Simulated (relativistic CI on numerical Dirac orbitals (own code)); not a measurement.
## What each ingredient does to the levels of Tm⁴³⁺

Base calculation: Dirac-Coulomb-Breit CI, KLI orbitals optimised for each configuration, model QED, unscaled Slater integrals.

Configurations in the expansion (outside the closed core [Ne]): 3s²3p⁶3d⁸, 3s²3p⁵3d⁹, 3s²3p⁴3d¹⁰, 3s3p⁶3d⁹, 3p⁶3d¹⁰, 3s3p⁵3d¹⁰, 3s²3p⁶3d⁷4s, 3s²3p⁶3d⁷4p, 3s²3p⁴3d⁹4s, 3s²3p⁶3d⁷4d, 3s²3p⁴3d⁹4p, 3s²3p⁵3d⁸4s, 3s²3p⁶3d⁷4f, 3s²3p⁴3d⁹4d, 3s3p⁵3d⁹4s, 3s²3p⁵3d⁸4p, 3s3p⁵3d⁹4p, 3s²3p⁶3d⁶4s², 3s²3p⁵3d⁸4d, 3s3p⁵3d⁹4d, 3s3p⁶3d⁸4s, 3p⁶3d⁹4s, 3s²3p⁶3d⁶4s4p, 3s²3p⁵3d⁸4f, 3s²3p⁶3d⁷5s, 3p⁶3d⁹4p, 3s3p⁶3d⁸4p, 3s²3p⁶3d⁶4p², 3s²3p⁶3d⁶4s4d, 3s²3p⁶3d⁷5p, 3s²3p⁶3d⁷5d, 3s²3p⁵3d⁷4s², 3p⁶3d⁹4d, 3s²3p⁶3d⁶4p4d, 3s3p⁶3d⁸4d, 3s²3p⁶3d⁷5f. Levels of other configurations are missing.

Variants: (1) P86 correlation estimate; (2) Breit term removed. Shifts of the energy above 3s²3p⁶3d⁸ ³F4, in eV, for the lowest level and the first level of each name with at least 55 % of one term (blank where a level changes its place among those of its configuration and J or its character, or is not in the variant):

```
         Level     Base    Δ(1)    Δ(2)
 3s²3p⁶3d⁸ ³F4    0.000   0.000   0.000
 3s²3p⁶3d⁸ ³F3   45.836   0.000  +0.867
 3s²3p⁶3d⁸ ³P1   59.216   0.000  +0.199
 3s²3p⁶3d⁸ ¹G4   59.822   0.000  +1.377
 3s²3p⁶3d⁸ ³F2   98.152   0.000  +1.899
3s²3p⁵3d⁹ ³F°4  375.489  +0.265  +2.152
3s²3p⁵3d⁹ ¹D°2  384.065  +0.265  +1.896
3s²3p⁵3d⁹ ³D°3  398.245  +0.265  +2.134
3s²3p⁵3d⁹ ³D°2  435.655  +0.265  +3.006
3s²3p⁵3d⁹ ³P°0  441.979  +0.265  +2.556
3s²3p⁵3d⁹ ³F°3  444.531  +0.265  +3.242
3s²3p⁵3d⁹ ³F°2  645.087  +0.265  +5.626
3s²3p⁴3d¹⁰ ³P2  775.701  +0.484  +3.924
3s²3p⁴3d¹⁰ ¹S0  798.679  +0.488  +3.670
```

At this charge energies of transitions that change n are usually good to better than 1 %, and those within a shell (Δn = 0) to a few per cent.

Ionisation energy from the two ground configurations alone: base 3527.49 eV; P86 correlation estimate 3529.65 eV; Breit term removed 3529.61 eV. The NIST ASD value (theoretical) is 3528 eV.

LS names give the leading component of a level, which can be under half, so a name can repeat, a term be missing and a line seem to break the LS rules.
